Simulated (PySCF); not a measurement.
# Correlation energy of Xe⁺ (xenon, charge +1)

[Kr] 4d10 5s1 5p6, 2S determinant (an excited configuration). Calculation: PySCF 2.14, in def2-TZVPPD with the def2 core potential (28 electrons) (7s6p4d2f, 59 functions); a scalar-relativistic core potential. Frozen: nothing; 25 electrons correlated.

MP2 pair energies summed by pair of shells (mhartree):

```tsv
pair	energy	share (%)
4d-4d	-249.14	36.8
5p-5p	-171.45	25.3
4d-5p	-135.52	20.0
4p-4d	-35.49	5.2
4p-4p	-21.79	3.2
5s-5p	-17.97	2.7
4d-5s	-14.56	2.1
4s-4d	-12.35	1.8
4p-5p	-8.25	1.2
4s-4p	-5.10	0.8
4p-5s	-2.85	0.4
4s-4s	-1.92	0.3
4s-5p	-0.99	0.1
4s-5s	-0.25	0.0
```

Total MP2 correlation energy: -677.63 mhartree.

Same-spin part -225.40 and opposite-spin part -452.23 mhartree; SCS-MP2 scales them by 1/3 and 6/5 to -617.81 mhartree.

The basis has no tight functions for the innermost shells, so their pair energies are far from complete.

This basis was not built for core-valence correlation, so the inner-shell part is incomplete.
